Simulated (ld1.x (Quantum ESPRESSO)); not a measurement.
**What one change does to a pseudopotential (chlorine, TM)**

ld1.x (Quantum ESPRESSO) 7.5 input, shortened:

```
&input
   title='Cl', zed=17., rel=2, dft='BP', iswitch=3,
   config='[Ne] 3s2 3p5 3d-2', rel_dist='average'
 /
 &inputp
   pseudotype=2, tm=.true., lloc=2,
   nlcc=.true., new_core_ps=.true., rcore=1.15
 /
3
3S  1  0   2.00   0.00  1.30  1.30  0.0
3P  2  1   5.00   0.00  1.15  1.15  0.0
3D  3  2  -2.00  -0.10  1.35  1.35  0.0
 &test
   configts(1)='3s2 3p5'
 /
```

Open shells are filled in proportion to 2j + 1 (rel_dist='average').

Change: scalar-relativistic.

Cutoffs: the cutoffs (Ry, on a coarse ladder) from which the occupation-weighted sum of valence levels, in a spherical-Bessel basis at the reference potential, stays within 10 and 1 mRy of its value at 400 Ry; they do not see the model core or the augmentation charge, which bear on the density cutoff. Errors are all-electron minus pseudo energies relative to the spin-unpolarised reference configuration.

Question: What does the change do?

Answer: The potential gets neither clearly harder nor softer (70 Ry and 140 Ry → 70 Ry and 140 Ry); of the 7 tests that both files solve, the error grows in 0 and shrinks in 2 by more than 15 % and 0.3 meV (median size 6.7 → 5.4 meV); neither file shows a bound ghost.

| quantity | base | changed |
| --- | --- | --- |
| cutoff, loose | 70 Ry | 70 Ry |
| cutoff, tight | 140 Ry | 140 Ry |
| bound ghosts | none | none |
| error for 3s2 3p4, meV [ΔE 13.96 eV] | +6.7 | +5.4 |
| error for 3s2 3p3, meV [ΔE 39.50 eV] | +40 | +37 |
| error for 3s2 3p2, meV [ΔE 77.90 eV] | +130 | +123 |
| error for 3s1 3p6, meV [ΔE 12.15 eV] | +1.4 | +1.1 |
| error for 3s2 3p5.3, meV [ΔE -2.17 eV] | +0.2 | +0.4 |
| error for 3s2 3p4.5, meV [ΔE 5.63 eV] | +1.4 | +0.8 |
| error for 3s1 3p5, meV [ΔE 26.68 eV] | +12 | +11 |
| s: phases at 1.51 bohr within 0.05 rad from the reference energy up to (Ry; the scan ends near 5) | 1.1 | 1.1 |
